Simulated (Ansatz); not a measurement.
Basis sets compared for AsH2Et (C2H7As). Total charge 0; singlet. Geometry PBE0-D4/def2-SVP. Ansatz on 4 threads of AMD EPYC 9R45 on a shared host; times are rough, and most runs start from earlier orbitals.

```xyz
10

As    0.7953    1.4119   -0.7062
H     0.2042    0.9316   -2.0306
H    -0.1607    2.6008   -0.6477
C    -0.3063    0.2143    0.4292
C     0.1689   -1.2279    0.3535
H    -1.3641    0.3015    0.1423
H    -0.2149    0.6009    1.4571
H    -0.4189   -1.8753    1.0236
H     0.0694   -1.6348   -0.6656
H     1.2270   -1.3229    0.6445
```

The 6-31G sets use Cartesian d functions. B3LYP takes the VWN-RPA correlation.

Binding counts from free atoms (As quartet, H doublet, C triplet) in the same basis, without a counterpoise term.

```tsv
level	functions	energy (Eh)	HOMO (eV)	LUMO (eV)	binding per atom (eV)	wall time
PBE-D4/def2-SVP	95	-2315.5005	-5.95	-0.13	3.57	0.3 s
B3LYP-D4/6-31G	61	-2315.9614	-6.77	0.60	3.46	0.3 s
PBE0-D4/def2-SVP	95	-2315.5870	-7.09	0.71	3.54	0.4 s
```

Problem. Estimate the rows for PBE-D4/def2-TZVP, B3LYP-D4/def2-TZVP, PBE0-D4/def2-TZVP (with forces).

Solution. 
```tsv
level	functions	energy (Eh)	HOMO (eV)	LUMO (eV)	binding per atom (eV)	wall time
PBE-D4/def2-TZVP	152	-2315.8656	-6.03	-0.44	3.55	0.45 s
B3LYP-D4/def2-TZVP	152	-2316.3790	-6.95	0.09	3.53	0.55 s
PBE0-D4/def2-TZVP (with forces)	152	-2315.9483	-7.13	0.37	3.51	0.75 s
```
